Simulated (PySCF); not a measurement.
## Electron correlation in Xe⁺ (xenon, charge +1)

[Kr] 4d10 5s2 5p5, 2P determinant. Calculation: PySCF 2.14, in aug-cc-pwCVDZ-PP with ECP28MDF (6s5p4d1f, 48 functions); a scalar-relativistic core potential. Frozen: 4s2 4p6 4d10; 7 electrons correlated.

```tsv
level	correlation energy (mhartree)
CCSD	-103.68
(T)	-1.56
CCSD(T)	-105.24
```

Diagnostics: T1 = 0.0057, D1 = 0.0191, largest double amplitude 0.042.

Cost of the coupled-cluster step: of the order of 1 core-seconds, for 7 correlated electrons.

Iterations:

```
CC2 = 0
CCSD nocc = (np.int64(4), np.int64(3)), nmo = (39, 39)
frozen orbitals [[0, 1, 2, 3, 4, 5, 6, 7, 8], [0, 1, 2, 3, 4, 5, 6, 7, 8]]
max_cycle = 100
direct = 0
conv_tol = 1e-08
conv_tol_normt = 1e-06
diis_space = 8
diis_start_cycle = 0
Init t2, MP2 energy = -0.0908343935599405
Init E_corr(UCCSD) = -0.090834393560177
cycle = 1  E_corr(UCCSD) = -0.101091964854827  dE = -0.0102575713  norm(t1,t2) = 0.031272
cycle = 2  E_corr(UCCSD) = -0.102933292491539  dE = -0.00184132764  norm(t1,t2) = 0.00956025
cycle = 3  E_corr(UCCSD) = -0.103699429670742  dE = -0.000766137179  norm(t1,t2) = 0.00364451
cycle = 4  E_corr(UCCSD) = -0.103678497741363  dE = 2.09319294e-05  norm(t1,t2) = 0.000369479
cycle = 5  E_corr(UCCSD) = -0.103678871567731  dE = -3.73826368e-07  norm(t1,t2) = 8.64999e-05
cycle = 6  E_corr(UCCSD) = -0.103679245703734  dE = -3.74136003e-07  norm(t1,t2) = 2.04506e-05
cycle = 7  E_corr(UCCSD) = -0.103679224109181  dE = 2.15945524e-08  norm(t1,t2) = 5.73347e-06
cycle = 8  E_corr(UCCSD) = -0.103679224642703  dE = -5.33521546e-10  norm(t1,t2) = 1.14031e-06
cycle = 9  E_corr(UCCSD) = -0.103679220895558  dE = 3.74714533e-09  norm(t1,t2) = 2.01669e-07
UCCSD converged
E(UCCSD) = -327.969912635281  E_corr = -0.1036792208955576
UCCSD(T) correction = -0.00156336411897817
```
